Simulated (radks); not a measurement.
Question: All-electron atom: Ba40+ in [Ne] 3s2 3p4. All-electron calculation, Dirac Kohn-Sham, LB94 model potential, spin-unpolarised, spherical densities, finite nucleus; open shells fill j = l - 1/2 first; Fermi nuclear charge, rms radius 4.8378 fm. Program: a radial shooting solver on a logarithmic mesh with Libxc functionals. Some entries of the table are withheld. Estimate them.

orbital,occ.,eigenvalue (eV),<r> (bohr)
1s1/2,2,-39807.49,0.02554
2s1/2,2,(1),0.1078
2p1/2,2,(2),0.09058
2p3/2,4,(3),0.09635
3s1/2,2,-3199.828,0.2650
3p1/2,2,-3085.610,0.2513
3p3/2,2,-2988.241,0.2603
3d3/2,0,-2825.114,0.2251
3d5/2,0,-2801.708,0.2279
4s1/2,0,-1691.994,0.4967

Answer: 
(1) 2s1/2 eigenvalue (eV): -8264.178
(2) 2p1/2 eigenvalue (eV): -7951.262
(3) 2p3/2 eigenvalue (eV): -7557.636
